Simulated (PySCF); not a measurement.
Ligands exchanged one at a time, B OH-I. Gas-phase values, no solvent. One relaxed conformer stands for each flexible species; it need not be the lowest. Strings in code marks are SMILES.

Computed with PBE-D3(BJ)/def2-TZVP // PBE0-D3(BJ)/def2-TZVP in PySCF 2.14.0. Excitations are Tamm–Dancoff values on a coarser integration grid. The basis has no diffuse functions, so Rydberg states are missing or too high.

```json
[
 {"species": "0 of 3 OH replaced by I (`OB(O)O`)", "T1 excitation (TDA) (eV)": "6.61", "S1–T1 gap (TDA) (eV)": "0.14"},
 {"species": "1 of 3 OH replaced by I (`IB(O)O` (H–O–B–I torsion 180°, I–B–O–H torsion -180°))", "T1 excitation (TDA) (eV)": "[?]", "S1–T1 gap (TDA) (eV)": "0.17"},
 {"species": "2 of 3 OH replaced by I (`IB(I)O` (H–O–B–I torsion 0°))", "T1 excitation (TDA) (eV)": "4.27", "S1–T1 gap (TDA) (eV)": "0.13"},
 {"species": "3 of 3 OH replaced by I (`IB(I)I`)", "T1 excitation (TDA) (eV)": "[?]", "S1–T1 gap (TDA) (eV)": "0.15"}
]
```

Task: Complete the blanks.

Result: 
- 1 of 3 OH replaced by I (`IB(O)O` (H–O–B–I torsion 180°, I–B–O–H torsion -180°)), T1 excitation (TDA) (eV): 4.89
- 3 of 3 OH replaced by I (`IB(I)I`), T1 excitation (TDA) (eV): 2.95
